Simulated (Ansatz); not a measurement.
Coupled-cluster diagnostics for Si4Ge⁻, Ansatz.

Geometry of the doublet (B3LYP-D4/def2-SVPD):

```xyz
5

Si   -0.3413    2.2466    2.4684
Si   -0.1229    0.7839    0.8601
Si    1.1886   -0.8643   -0.1646
Si    0.3719   -1.9005   -2.0266
Ge   -1.0962   -0.2657   -1.1373
```

Correlated methods freeze 29 core orbitals; core or outer-core shells of Ge are correlated, in sets that lack core-valence functions. Another isomer (doublet) lies 1.71 eV lower at PBE0-D4/def2-TZVPD; other spin states weren't run for this one.

(1) Estimate the CCSD(T) correlation energy, the shares of MP2 and (T), T1 and the reference's ⟨S²⟩ for: charge -1, doublet, own geometry in def2-SVPD; and the rough time on 4 threads of Arm Neoverse V2 on a shared host.

Answers

(1) 
| state | basis | correlation (eV) | MP2 share (%) | (T) share (%) | T1 | ⟨S²⟩ (pure) | wall time | remarks |
| --- | --- | --- | --- | --- | --- | --- | --- | --- |
| charge -1, doublet, own geometry | def2-SVPD | -17.728 | 88.7 | 6.9 | 0.046 | 1.54 (0.75) | 36 s | large T1, spin-contaminated |
Customary marks for T1 are 0.02 (closed shells), 0.045 (open shells) and about 0.05 (3d metals). T1 exceeds 0.02 in 1 of 1 rows and 0.045 in 1; the higher it lies, the less the single-reference result can be trusted.
